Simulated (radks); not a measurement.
Question: Species: Mo10+. Configuration: [Ar] 3d10 4s2 4p2. Method: Dirac Kohn-Sham, exchange-only PBE, spin-unpolarised, spherical densities, finite nucleus; open shells fill j = l - 1/2 first; Fermi nuclear charge, rms radius 4.4091 fm; computed with a radial shooting solver on a logarithmic mesh with Libxc functionals. Some entries of the table are withheld. Estimate them.

orbital  occ.  eigenvalue (hartree)  <1/r> (bohr^-1)  r(max) (bohr)
1s1/2       2                   (1)            43.55        0.02287
2s1/2       2             -109.6921            9.916         0.1297
2p1/2       2                   (2)            9.893            (3)
2p3/2       4                   (4)            9.420            (5)
3s1/2       2             -24.15691            3.406         0.3830
3p1/2       2             -21.03135              (6)            (7)
3p3/2       4             -20.37862              (8)            (9)
3d3/2       4             -14.85933            3.013           (10)
3d5/2       6             -14.73452            2.984           (11)
4s1/2       2              -8.25821            1.377         0.9408
4p1/2       2              -7.25037            1.296         0.9796
4p3/2       0              -7.11961            1.267         0.9983

Answer: 
(1) 1s1/2 eigenvalue (hartree): -735.1164
(2) 2p1/2 eigenvalue (hartree): -101.4861
(3) 2p1/2 r(max) (bohr): 0.1009
(4) 2p3/2 eigenvalue (hartree): -97.56536
(5) 2p3/2 r(max) (bohr): 0.1047
(6) 3p1/2 <1/r> (bohr^-1): 3.307
(7) 3p1/2 r(max) (bohr): 0.3699
(8) 3p3/2 <1/r> (bohr^-1): 3.194
(9) 3p3/2 r(max) (bohr): 0.3792
(10) 3d3/2 r(max) (bohr): 0.3191
(11) 3d5/2 r(max) (bohr): 0.3218
